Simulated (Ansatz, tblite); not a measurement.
Forces on [GeF3]- (GeF3⁻) at its r2SCAN-D4/def2-TZVPD geometry. The state is a singlet with charge -1.

The xTB rows come from tblite.

GFN1-xTB (tblite), largest force 0.39 eV/Å:

```xyz
4
positions Å, forces eV/Å
Ge    0.534    0.442   -0.177    0.292    0.241   -0.097
F     0.341   -0.193    1.514   -0.022   -0.087    0.242
F     0.331   -1.176   -0.976   -0.024   -0.229   -0.117
F    -1.206    0.927   -0.361   -0.245    0.074   -0.028
```

GFN2-xTB (tblite), largest force 2.41 eV/Å:

```
Ge 1.797 1.488 -0.595
F -0.227 -0.528 1.241
F -0.234 -1.233 -0.543
F -1.336 0.274 -0.103
```

PBE0-D4/def2-TZVPD (Ansatz), largest force 0.10 eV/Å:

```
Ge -0.078 -0.065 0.026
F 0.031 0.021 0.006
F 0.031 0.011 -0.019
F 0.016 0.033 -0.013
```
